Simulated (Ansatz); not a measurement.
`O[SiH2]SS`. Total charge 0; spin multiplicity 1.

```xyz
8

O     1.450   -1.029   -0.091
Si    0.221   -0.303   -0.892
S    -0.163    1.693   -0.203
S    -0.555    1.137    1.749
H     1.329   -1.145    0.854
H    -1.042   -1.066   -0.734
H     0.635   -0.189   -2.309
H    -1.876    0.903    1.627
```

List the harmonic frequencies (cm⁻¹, unscaled) at PBE0-D4/def2-TZVP in Ansatz. (An estimate is asked.)

Computed: 79, 142, 235, 257, 344, 486, 526, 592, 727, 850, 880, 892, 912, 953, 2225, 2259, 2669, 3898.

Is this a minimum?

Yes, all 18 modes are real.

Give the ideal-gas thermochemistry at 298.15 K and 1 bar (rigid rotor, harmonic oscillator; point group C1, symmetry number 1).

Zero-point energy 113.2 kJ/mol; H(298) − E = 133.0 kJ/mol; entropy 340.2 J/(mol·K), of which translation 167.7, rotation 113.2, vibration 59.2; G(298) − E = 31.6 kJ/mol. Modes under 100 cm⁻¹ are hindered rotations or soft bends, so the harmonic entropy is rough.

Rotational constants (cm⁻¹)?

0.1846, 0.07563, 0.05961.
